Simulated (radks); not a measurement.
Fractional charge and spin in the 3d shell of gallium: the spin-up occupation runs from 4 to 5 and the spin-down occupation from 4 to 5; the fullest corner is Ga2+, [Ar] 4s(up 0.5, down 0.5) 3d(up 5, down 5). Method: non-relativistic Kohn-Sham, PBE, spin-polarised, spherical densities, point nucleus; computed with a radial shooting solver on a logarithmic mesh with Libxc functionals. Energy (eV) above the fullest corner. The planes named below are the two flat planes that join the four corners, with an edge along up + down = one added electron.

down \ up        4     4.25     4.5    4.75       5
4          124.336  103.556  84.303  66.543  50.240
4.25       103.556   84.386  66.706  50.479  35.668
4.5         84.303   66.706  50.558  35.824  22.465
4.75        66.543   50.479  35.824  22.541  10.589
5           50.240   35.668  22.465  10.589   0.000

Corners above the fullest one (they belong to Ga3+ and the next ion): (up 5, down 4) 50.240 eV, (up 4, down 5) 50.240 eV, (up 4, down 4) 124.34 eV. With half an added electron in each spin the energy lies 0.318 eV from the planes, and with half an added electron in spin up alone -2.985 eV. The planes are only a guide here: the flat-plane condition holds for ground states with one frontier orbital, while this shell lies below other occupied shells, so the corners above the fullest one are inner-hole states and not the ground states of those ions.
